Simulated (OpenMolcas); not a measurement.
Lines of Re4+: computed and rescaled rates

* Program: OpenMolcas 26.06
* Method: CASSCF
* Basis: ANO-RCC-VTZP [8s7p5d3f2g1h]
* Scalar Hamiltonian: DKH2, point nucleus
* Active space: 3 electrons in 5 orbitals (5d)
* State averaging: 2S+1 = 4 even, 10 roots; 2S+1 = 2 even, 40 roots
* Spin-orbit coupling: RASSI with atomic mean-field integrals over the reference wave functions, term energies averaged over their components

Rates come from the transition moments of the reference wave functions (E1 and E2 in the length form). At fixed line strength A goes as λ^-3 for E1 and M1 and as λ^-5 for E2, so a rate at the computed wavelength can be rescaled to the measured one. Measured vacuum wavelengths follow from level energies in the list in Brasseur, Gamrath and Quinet, At. Data Nucl. Data Tables 157, 101636 (2024). Branching counts decays inside the model space alone, at computed energies, and the table is only a selection of the E2 and M1 lines, drawn from those between levels with measured partners whose computed energy lies within a factor of 1.5 of the measured one.

```csv
Upper,Lower,Type,λ computed (nm),λ measured (nm),A computed (s-1),A rescaled (s-1),Branching %
5d³ ²D_5/2(2),5d³ ⁴P_5/2,M1,268,317,2.86e+01,,23.4
5d³ ²D_5/2(1),5d³ ⁴F_7/2,M1,419.8,505.9,2.03e+01,,67.3
5d³ ²D_5/2(2),5d³ ²F_5/2,M1,495.2,546.3,1.92e+01,,15.7
5d³ ²P_1/2,5d³ ⁴P_1/2,M1,918.5,1070,1.83e+01,,92.4
5d³ ²G_7/2,5d³ ⁴F_5/2,M1,599.5,706.2,1.39e+01,,69.1
5d³ ²G_9/2 [55 %],5d³ ²H_9/2 [57 %],M1,920.9,961.7,1.21e+01,,38.6
5d³ ²G_9/2 [55 %],5d³ ²G_7/2,M1,869.5,880.9,1.19e+01,1.14e+01,37.9
5d³ ²P_3/2 [58 %],5d³ ⁴P_5/2,M1,706.1,844.3,1.14e+01,,24.7
5d³ ²P_3/2 [58 %],5d³ ⁴F_5/2,M1,305.7,358.3,1.06e+01,,23.2
5d³ ²H_9/2 [57 %],5d³ ⁴F_9/2,M1,1045,1242,7.65e+00,,53.6
5d³ ²F_7/2,5d³ ⁴F_9/2,M1,357,440.3,7.49e+00,,42.8
5d³ ²H_9/2 [57 %],5d³ ⁴F_7/2,M1,767.2,909.6,6.61e+00,,46.3
5d³ ²G_7/2,5d³ ⁴F_7/2,M1,807,996,6.12e+00,,30.5
5d³ ²F_7/2,5d³ ²G_7/2,M1,523.9,640.5,5.39e+00,,30.8
5d³ ²F_5/2,5d³ ⁴F_3/2,M1,248.5,292.7,5.19e+00,,33.5
5d³ ²G_9/2 [55 %],5d³ ⁴F_7/2,M1,418.5,467.5,4.39e+00,,14.0
5d³ ⁴F_5/2,5d³ ⁴F_3/2,M1,2188,2061,3.79e+00,4.53e+00,100.0
5d³ ²H_11/2,5d³ ²H_9/2 [57 %],M1,1277,1406,3.38e+00,2.53e+00,56.3
5d³ ²F_5/2,5d³ ⁴P_5/2,M1,584.3,755.3,3.09e+00,,19.9
5d³ ⁴F_7/2,5d³ ⁴F_5/2,M1,2331,2427,3.08e+00,2.73e+00,100.0
5d³ ²F_5/2,5d³ ²G_7/2,M1,526.7,660.1,3.01e+00,,19.4
5d³ ²H_11/2,5d³ ⁴F_9/2,M1,574.6,659.5,2.61e+00,,43.5
5d³ ⁴P_1/2,5d³ ⁴F_3/2,M1,586.5,698.1,1.15e+00,,69.2
5d³ ⁴F_9/2,5d³ ⁴F_7/2,M1,2888,3400,9.35e-01,5.73e-01,100.0
5d³ ⁴P_1/2,5d³ ⁴F_3/2,E2,586.5,698.1,3.13e-01,1.31e-01,18.8
```

Spin-changing lines and M1 lines between different terms are not rescaled, since their strength hangs on the term gaps too.

The largest correction is for 5d³ ⁴P_1/2 → 5d³ ⁴F_3/2 (E2): 3.13e-01 × (586.5 / 698.1)^5 = 1.31e-01 s-1, a factor of 0.42.

The computed rate and branching of 5d³ ⁴F_5/2 → 5d³ ⁴F_3/2 give the upper level a radiative lifetime of 1.000 / 3.79e+00 s-1 = 2.64e-01 s, counting decays inside the model space alone. The rescaled rate gives about 2.2e-01 s.

These are rates of the free ion; in crystals, glasses and complexes forced electric-dipole and non-radiative decay shorten such lifetimes by orders of magnitude. No measured rate stands beside these. Rescaling mends the energy factor alone: line strengths can still be far off where a level mixes with configurations outside the active space, and weak or spin-changing lines hang on small mixing coefficients that depend on the term gaps too, so rescaling need not improve them.

Without dynamic correlation excited terms often stand tens of per cent too high (terms of higher spin than the ground term too low), and those without a measured partner can miss by more than the paired ones. Computed and measured levels are paired by configuration, term and J; levels that our copy of the source lacks, or whose pairing is in doubt (as where it misses far off the trend of its configuration), stay unpaired. Levels of configurations outside the active space are missing.

A share in square brackets marks a mixed level and gives the weight of the term that names it. A number in round brackets counts repeated terms of one configuration in the order of the reference energies.
